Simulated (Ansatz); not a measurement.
Start from `IC1=[CH][AlH][CH2]1` and change one atom or group to get `BC1=[CH][AlH][CH2]1`.

Ansatz, PBE0-D4/def2-TZVP geometries, multiplicity 1. 

Elements past krypton have def2 core potentials.  Spin–orbit coupling is left out; it splits and shifts lone-pair levels of the heavy atoms by tenths of an eV.

```
                                      property  `IC1=[CH][AlH][CH2]1`
           LUMO energy (B3LYP/def2-TZVPP) / eV                  -1.77
       HOMO–LUMO gap (ωB97M-V/def2-TZVPP) / eV                   9.19
             LUMO energy (PBE/def2-TZVPP) / eV                  -2.37
         HOMO–LUMO gap (B3LYP/def2-TZVPP) / eV                   5.02
             HOMO energy (PBE/def2-TZVPP) / eV                  -5.92
zero-point energy (PBE0-D4/def2-TZVP) / kJ/mol                  144.4
```

Problem. What does the change do to each property? (An estimate is asked.)

Solution. Computed: 
| property | `BC1=[CH][AlH][CH2]1` | shift |
| --- | --- | --- |
| LUMO energy (B3LYP/def2-TZVPP) / eV | -2.16 | -0.39 |
| HOMO–LUMO gap (ωB97M-V/def2-TZVPP) / eV | 8.93 | -0.26 |
| LUMO energy (PBE/def2-TZVPP) / eV | -2.91 | -0.54 |
| HOMO–LUMO gap (B3LYP/def2-TZVPP) / eV | 4.56 | -0.46 |
| HOMO energy (PBE/def2-TZVPP) / eV | -5.86 | 0.06 |
| zero-point energy (PBE0-D4/def2-TZVP) / kJ/mol | 197.5 | 53.1 |

With PBE0 the HOMO rises by 0.12 eV and the LUMO falls by 0.39 eV, so the gap narrows by about 0.51 eV. PBE moves the HOMO by 0.06 eV and ωB97M-V by 0.08 eV. The zero-point energy changes by 53.1 kJ/mol with +6 modes.

Positive LUMOs are unbound, so they and the gaps depend on the basis.

B3LYP here is the variant with VWN-RPA as its local correlation; programs differ in this.
